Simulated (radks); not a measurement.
Q: The table gives one normalised radial function P(r) = r R(r) of Xe28+ in [Ar] 3d8 (r in bohr). All-electron calculation, non-relativistic Kohn-Sham, LB94 model potential, spin-polarised, spherical densities, point nucleus; open shells are filled with parallel spins first (spin-orbit coupling, left out, can overturn this in heavy ions); relativity is left out, which matters for an element this heavy. Program: a radial shooting solver on a logarithmic mesh with Libxc functionals.

r	P
0.002254	0.0001
0.00282	0.0001
0.0035	0.0002
0.004378	0.0004
0.005477	0.0008
0.006798	0.0015
0.008505	0.0029
0.01064	0.0055
0.01331	0.0103
0.01652	0.0187
0.02067	0.0340
0.02586	0.0610
0.03209	0.1048
0.04015	0.1792
0.05023	0.2970
0.06284	0.4739
0.07799	0.7119
0.09758	1.0278
0.1221	1.3873
0.1515	1.7158
0.1895	1.9469
0.2371	1.9751
0.2967	1.7548
0.3682	1.3451
0.4606	0.8407
0.5763	0.4099
0.7153	0.1524
0.8948	0.0371

Which n and l does it have? It may be an empty orbital.

A: n = 3, l = 2: the number of nodes gives n - l - 1 = 0, the rise at small r (about r^(l+1)) gives l, and the extent must fit the shell. The curve is that of 3d down; the table hardly tells the two spins apart. 3d down: eigenvalue -1652.2 eV, 0 radial nodes, <r> = 0.266 bohr, 90 % of the charge inside 0.413 bohr.
